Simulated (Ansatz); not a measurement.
`[CH3][SnH2][GaH2]` + CH₃SH → `C[S][SnH2][CH3]` + `[GaH3]` at 700 K and 1 bar (cleavage of the Sn–Ga bond).

Gas-phase electronic energies from Ansatz, PBE0-D4/def2-TZVP geometries. CCSD(T)/CBS adds triple-zeta CCSD(T) − MP2 to the extrapolated MP2 energy (def2 sets, frozen cores). This one scheme is used for every species. def2 core potentials past Kr. For Ga, Sn outer-core shells are correlated without core-valence functions, which leaves a few kJ/mol of doubt a bond. Scalar relativity is left out up to krypton. Each species was taken in one conformer, which may not be the lowest.

| species | CCSD(T)/CBS energy (Eh) | H − E (kJ/mol) | S (J/(mol·K)) |
| --- | --- | --- | --- |
| `[CH3][SnH2][GaH2]` | -2180.20945 | 244.1 | 498.6 |
| CH₃SH | -438.22835 | 160.2 | 309.0 |
| `C[S][SnH2][CH3]` | -692.73453 | 319.8 | 515.3 |
| `[GaH3]` | -1925.70545 | 80.8 | 262.3 |

H − E and S are ideal-gas, rigid-rotor, harmonic terms from PBE0-D4/def2-TZVP, for one conformer and one mirror image of each species. 1 Eh = 2625.50 kJ/mol, R = 8.31446 J/(mol·K).

Question: By hand: ΔE, ΔH, ΔS and ΔG.

Answer: ΔE = (-692.73453) + (-1925.70545) − (-2180.20945) − (-438.22835) = -0.00218 Eh = -5.7 kJ/mol. Δ(H − E) = 319.8 + 80.8 − 244.1 − 160.2 = -3.7, so ΔH = -9.4 kJ/mol. ΔS = 515.3 + 262.3 − 498.6 − 309.0 = -30.0 J/(mol·K). ΔG = -9.4 − 700 × (-30.0)/1000 = 11.6 kJ/mol.

Question: By hand: the equilibrium constant, and the temperature at which ΔG would vanish if ΔH and ΔS stayed fixed.

Answer: log₁₀ K = −ΔG/(RT ln 10) = -0.9. ΔG = 0 at ΔH/ΔS = 313 K, though so small a ΔH makes that figure unsure.

TΔS isn't small against ΔH here. A doubt of 5 kJ/mol in ΔE shifts log₁₀ K by 0.4 here. Other conformers and mirror images would add mixing entropy, several J/(mol·K) or more a flexible species. Modes under 60 cm⁻¹, often nearly free rotors, make the harmonic entropy too high. These are equilibria of isolated gas molecules and say nothing of rates. Largest T1 diagnostic: 0.013 (customary marks: 0.02 for closed shells, 0.045 for open ones).
